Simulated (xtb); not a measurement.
C7H8O, charge -1, doublet, geometry from GFN2-xTB (a state made from the parent by changing its charge; the spin is typed, not shown lowest); xtb with GFN1-xTB.

The xtb input:
```
$ xtb mol.xyz --gfn 1 --chrg -1 --uhf 1 --etemp 5000 --json

# file mol.xyz
16

C     -2.85244637     0.12104586     0.40364234
C     -1.35653744     0.04384248     0.19780971
C     -0.51317418     0.69714256     1.07399337
C      0.92427427     0.64301766     0.86077453
C      1.40476273    -0.06894844    -0.22366714
O      2.79780312    -0.12966404    -0.44173020
C      0.57900027    -0.72601675    -1.10521236
C     -0.85612172    -0.66557300    -0.88207204
H     -3.33705407    -0.81257766     0.11131366
H     -3.09489473     0.32359776     1.44835031
H     -3.28751045     0.92314510    -0.20134839
H     -0.89948791     1.25305374     1.92222612
H      1.59857798     1.15407491     1.54432546
H      3.19369358     0.38431560     0.27066129
H      0.98402782    -1.27492021    -1.94397149
H     -1.51832279    -1.18043904    -1.56932591
```

Output, abridged:

```
   ID    Z sym.   atoms
    1    6 C      1-5, 7, 8
    2    8 O      6
    3    1 H      9-16

           -------------------------------------------------
          |                Calculation Setup                |
           -------------------------------------------------

           -------------------------------------------------
          |                 G F N 1 - x T B                 |
           -------------------------------------------------

          ...................................................
          :                      SETUP                      :
          :.................................................:
          :  # basis functions                  48          :
          :  # atomic orbitals                  48          :
          :  # shells                           32          :
          :  # electrons                        43          :
          :  # halogen bonds                     0          :
          :  max. iterations                   250          :
          :  Hamiltonian                  GFN1-xTB          :
          :  restarted?                      false          :
          :  GBSA solvation                  false          :
          :  PC potential                    false          :
          :  electronic temp.         5000.0000000     K    :
          :  accuracy                    1.0000000          :
          :  -> integral cutoff          0.2500000E+02      :
          :  -> integral neglect         0.1000000E-07      :
          :  -> SCF convergence          0.1000000E-05 Eh   :
          :  -> wf. convergence          0.2000000E-04 e    :
          :  Broyden damping             0.4000000          :
          :  net charge                         -1          :
          :  unpaired electrons                  1          :
          ...................................................

 iter      E             dE          RMSdq      gap      omega  full diag
   1    -24.2596294 -0.242596E+02  0.973E+00    1.31       0.0  T
   2    -24.2987012 -0.390718E-01  0.581E+00    0.71       1.0  T
   3    -24.2965313  0.216995E-02  0.889E-01    0.93       1.0  T
   4    -24.3009291 -0.439786E-02  0.163E-01    0.80       1.0  T
   5    -24.3010681 -0.138976E-03  0.488E-02    0.80       1.0  T
   6    -24.3011132 -0.451316E-04  0.591E-03    0.80       4.2  T
   7    -24.3011134 -0.182629E-06  0.109E-03    0.80      22.9  T
   8    -24.3011134 -0.635939E-08  0.223E-04    0.80     112.0  T
[...]
         :: total energy             -23.973284250313 Eh    ::
[...]
     6O    -0.58503 -0.78223   1.707  4.878  0.000
     7C    -0.16717 -0.21768   1.029  3.138  0.000
     8C    -0.14605 -0.19918   1.032  3.114  0.000
     9H    -0.00993  0.04219   1.010  0.000  0.000
    10H    -0.01019  0.04205   1.010  0.000  0.000
    11H    -0.01203  0.03941   1.012  0.000  0.000
    12H    -0.03470  0.02138   1.035  0.000  0.000
    13H    -0.03337  0.02395   1.033  0.000  0.000
    14H     0.30298  0.47734   0.697  0.000  0.000
    15H    -0.01837  0.04010   1.018  0.000  0.000
    16H    -0.03346  0.02275   1.033  0.000  0.000

Wiberg/Mayer (AO) data.
largest (>0.10) Wiberg bond orders for each atom

 ---------------------------------------------------------------------------
     #   Z sym  total        # sym  WBO       # sym  WBO       # sym  WBO
 ---------------------------------------------------------------------------
     1   6 C    3.985 --     2 C    1.000    10 H    0.986     9 H    0.985
                            11 H    0.979
     2   6 C    3.833 --     3 C    1.379     8 C    1.366     1 C    1.000
     3   6 C    3.758 --     2 C    1.379     4 C    1.245    12 H    0.976
     4   6 C    3.753 --     5 C    1.353     3 C    1.245    13 H    0.972
     5   6 C    3.743 --     7 C    1.377     4 C    1.353     6 O    0.935
     6   8 O    1.930 --     5 C    0.935    14 H    0.898
     7   6 C    3.776 --     5 C    1.377     8 C    1.251    15 H    0.978
     8   6 C    3.753 --     2 C    1.366     7 C    1.251    16 H    0.977
     9   1 H    1.012 --     1 C    0.985
    10   1 H    1.012 --     1 C    0.986
    11   1 H    1.011 --     1 C    0.979
    12   1 H    1.005 --     3 C    0.976
    13   1 H    1.003 --     4 C    0.972
    14   1 H    0.928 --     6 O    0.898
    15   1 H    1.006 --     7 C    0.978
    16   1 H    1.005 --     8 C    0.977
 ---------------------------------------------------------------------------

Topologies differ in total number of bonds
Writing topology from bond orders to xtbtopo.mol

 dipole moment from electron density (au)
     X       Y       Z
  -0.1452   0.4512   0.6499  total (Debye):    2.045

           -------------------------------------------------
          | TOTAL ENERGY              -23.973284250313 Eh   |
          | GRADIENT NORM               0.059216656578 Eh/α |
          | HOMO-LUMO GAP               0.797507849284 eV   |
           -------------------------------------------------

normal termination of xtb
```
